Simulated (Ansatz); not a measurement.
`CC[Si]O[SiH3]` and `O[Si]O[SiH3]` differ in one atom or group.

Ansatz, PBE0-D4/def2-TZVP geometries, multiplicity 1. Each molecule was computed in one conformer, which needn't be the lowest.

| property | `CC[Si]O[SiH3]` |
| --- | --- |
| zero-point energy (PBE0-D4/def2-TZVP) / kJ/mol | 248.2 |
| LUMO energy (PBE/def2-TZVPP) / eV | -2.69 |
| size of the dipole moment (B3LYP/def2-TZVPP) / D | 1.40 |
| HOMO–LUMO gap (ωB97M-V/def2-TZVPP) / eV | 8.30 |
| HOMO–LUMO gap (PBE/def2-TZVPP) / eV | 2.34 |
| HOMO energy (B3LYP/def2-TZVPP) / eV | -5.91 |

Task: What does the change do to each property? (Best estimate.)

Result: Ansatz gave: 
| property | `O[Si]O[SiH3]` | shift |
| --- | --- | --- |
| zero-point energy (PBE0-D4/def2-TZVP) / kJ/mol | 115.3 | -132.9 |
| LUMO energy (PBE/def2-TZVPP) / eV | -2.10 | 0.59 |
| size of the dipole moment (B3LYP/def2-TZVPP) / D | 1.51 | 0.11 |
| HOMO–LUMO gap (ωB97M-V/def2-TZVPP) / eV | 10.10 | 1.80 |
| HOMO–LUMO gap (PBE/def2-TZVPP) / eV | 3.98 | 1.64 |
| HOMO energy (B3LYP/def2-TZVPP) / eV | -7.03 | -1.12 |

With PBE0 the HOMO falls by 1.12 eV and the LUMO rises by 0.58 eV, so the gap widens by about 1.70 eV. PBE moves the HOMO by -1.05 eV and ωB97M-V by -1.18 eV. The zero-point energy changes by -132.9 kJ/mol with -15 modes. Dipoles are sizes alone; their direction can turn.

B3LYP here is the variant with VWN-RPA as its local correlation; programs differ in this.
